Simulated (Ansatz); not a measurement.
`FC[O][SnH3]`. Charge 0, multiplicity 1. Sn: def2 effective core potential.

```xyz
9

F    -0.4046    1.0557   -1.4786
C    -1.2412    0.2452   -0.7052
O    -0.5437   -0.7796   -0.1595
Sn    1.1813   -0.3746    0.7495
H    -1.6841    0.9190    0.0430
H    -2.0090   -0.1492   -1.3792
H     0.9345    1.0675    1.6249
H     1.3759   -1.7414    1.7410
H     2.3909   -0.2429   -0.4359
```

Problem. List the harmonic frequencies (cm⁻¹, unscaled) at PBE0-D4/def2-TZVP in Ansatz. (Estimate.)

Solution. The calculation gave: 66, 109, 168, 478, 501, 527, 604, 695, 701, 708, 986, 1169, 1217, 1266, 1431, 1532, 1956, 1981, 1983, 2994, 3074.

Problem. Is this a minimum?

Solution. Yes, all 21 modes are real.

Problem. Give the ideal-gas thermochemistry at 298.15 K and 1 bar (rigid rotor, harmonic oscillator; point group C1, symmetry number 1).

Solution. Zero-point energy 144.4 kJ/mol; H(298) − E = 163.3 kJ/mol; entropy 340.7 J/(mol·K), of which translation 173.0, rotation 110.8, vibration 56.9; G(298) − E = 61.7 kJ/mol. Modes under 100 cm⁻¹ are hindered rotations or soft bends, so the harmonic entropy is rough.

Problem. Rotational constants (cm⁻¹)?

Solution. 0.3716, 0.06672, 0.0597.
